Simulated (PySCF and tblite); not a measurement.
Values are calculated unless marked as measured or tabulated.
Stationary points of C6H13N at GFN2-xTB, in Å:

Structure A

```
 1 C    -1.207   -0.288   -1.406
 2 C    -1.044   -0.386    0.119
 3 C    -1.969    0.614    0.813
 4 N     0.299   -0.189    0.614
 5 C     1.108    0.971    0.243
 6 C     2.348    0.069    0.227
 7 C     1.376   -1.115    0.278
 8 H    -2.214   -0.586   -1.686
 9 H    -1.047    0.732   -1.747
10 H    -0.504   -0.943   -1.916
11 H    -1.320   -1.403    0.430
12 H    -1.722    1.627    0.506
13 H    -1.850    0.540    1.890
14 H    -3.006    0.414    0.555
15 H     1.086    1.764    0.995
16 H     0.879    1.401   -0.738
17 H     2.960    0.161    1.120
18 H     2.977    0.134   -0.657
19 H     1.548   -1.866    1.054
20 H     1.265   -1.624   -0.688
```

Structure B

```
 1 C    -1.343    0.258   -1.431
 2 C    -1.000   -0.315   -0.056
 3 C    -2.021    0.168    0.982
 4 N     0.329    0.041    0.410
 5 C     1.310    0.805   -0.352
 6 C     2.419   -0.031    0.298
 7 C     1.306   -0.984    0.744
 8 H    -2.373    0.013   -1.679
 9 H    -1.235    1.340   -1.427
10 H    -0.701   -0.159   -2.204
11 H    -1.063   -1.413   -0.114
12 H    -2.006    1.254    1.036
13 H    -1.766   -0.227    1.961
14 H    -3.024   -0.159    0.719
15 H     1.297    1.873   -0.122
16 H     1.269    0.673   -1.440
17 H     2.907    0.473    1.127
18 H     3.167   -0.444   -0.374
19 H     1.291   -1.275    1.797
20 H     1.237   -1.890    0.124
```

Structure C

```
 1 C    -1.494    0.773   -1.294
 2 C    -0.929   -0.201   -0.263
 3 C    -1.882   -0.335    0.922
 4 N     0.344    0.297    0.208
 5 C     1.459    0.388   -0.736
 6 C     2.402   -0.123    0.358
 7 C     1.135   -0.536    1.114
 8 H    -2.472    0.438   -1.632
 9 H    -1.592    1.759   -0.848
10 H    -0.837    0.847   -2.156
11 H    -0.812   -1.198   -0.741
12 H    -1.988    0.628    1.415
13 H    -1.501   -1.052    1.645
14 H    -2.859   -0.669    0.584
15 H     1.630    1.399   -1.110
16 H     1.377   -0.306   -1.584
17 H     2.953    0.672    0.851
18 H     3.081   -0.923    0.077
19 H     1.059   -0.236    2.161
20 H     0.921   -1.611    1.027
```

Level: PBE0/pcSseg-1 + D3(BJ) on GFN2-xTB stationary points, with GFN2-xTB thermal terms.

Which structure is a saddle point, and along which motion?

B: one imaginary mode (73i cm⁻¹ at GFN2-xTB, mostly on C5, C7, C3), along the rotation about the C2–N4 bond (torsion C1–C2–N4–C5 from -65° to 52°, rising).

Give their symmetry and energies above the lowest.

A C1, 2.3 kcal/mol; B C1, 5.3 kcal/mol; C Cs, 0.0 kcal/mol.
